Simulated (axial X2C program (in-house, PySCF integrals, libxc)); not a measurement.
## Potential curves of YGe, two-component

Computed with an in-house relativistic program for diatomic molecules. Two-component (2c) means X2C with spin–orbit coupling and atomic mean-field two-electron Coulomb and Gaunt terms. Basis: Y dyall-cv3z [11s12p9d6f3g], Ge dyall-cv3z [9s9p7d4f1g] (cores contracted in-house); Gaussian nuclei, density fitting, unrestricted open shells. Masses: Y 88.906 u, Ge 73.921 u.

State: Ω = 3/2 (⟨Sz⟩ = 1.50, ⟨Lz⟩ = 0.00 at HF). Energies in eV from the lowest point of each curve. Fits are polynomials in 1 − R0/R over 0.85 to 1.23 times the lowest point R0.

```tsv
R (Å)	HF	CCSD(T)
2.3629	1.0502	
2.4716	0.5384	0.4808
2.5530	0.2898	0.2433
2.6345	0.1295	0.0959
2.7160	0.0387	0.0197
2.8111	0.0000	0.0000
2.9061	0.0154	0.0364
3.0283	0.0908	0.1413
3.1777	0.2370	
3.3950	0.5009
```

Correlated methods: 7 electrons correlated (number of frozen shells: Y 4 s, 3 p, 1 d; Ge 3 s, 2 p, 1 d), 347 virtual spin orbitals or spinors in MP2, 90 natural virtuals in coupled cluster.

Occupations by symmetry block were frozen at the best pattern of an incomplete PBE0 search. CCSD and (T) use frozen natural virtuals with an MP2 correction for the truncation; (T) itself is uncorrected, so its De runs slightly low. PBE0 can misorder states that lie within some tenths of an eV, so this need not be the ground state of the molecule. The nearest other 2c determinant of the search, Ω = 1/2, lies 0.18 eV up at the distance of the search. With several unpaired electrons one determinant need not be a pure state. The outer-core s and p shells of the metal are frozen in the correlated rows, which leaves out core–valence correlation; for alkali and alkaline-earth bonds that tends to lengthen them. This is the top spin component of a Σ state; components of lower Ω are not single determinants and can lie lower. The determinant is spin-polarised beyond a pure state at some levels (its spin-free form has ⟨S²⟩ too high), which makes Re and μ there less reliable. The T1 diagnostic is large, a sign of multireference character. With the outer-core shells frozen, correlated bond lengths of heavy atoms tend to come out a few hundredths of an ångström too long. Coupled cluster ran on the points near the minimum only. MP2 and coupled cluster on one determinant become unreliable at the stretched end.

Q: Fit the HF curve near its minimum: give the equilibrium distance and the harmonic wavenumber.

A: At HF, 2c: Re = 2.827 Å, ωe ≈ 195 cm⁻¹; Be follows as 0.0523 cm⁻¹.

Q: Fit the CCSD(T) curve near its minimum: give the equilibrium distance and the harmonic wavenumber.

A: At CCSD(T), 2c: Re = 2.792 Å, ωe ≈ 210 cm⁻¹; Be follows as 0.0536 cm⁻¹.
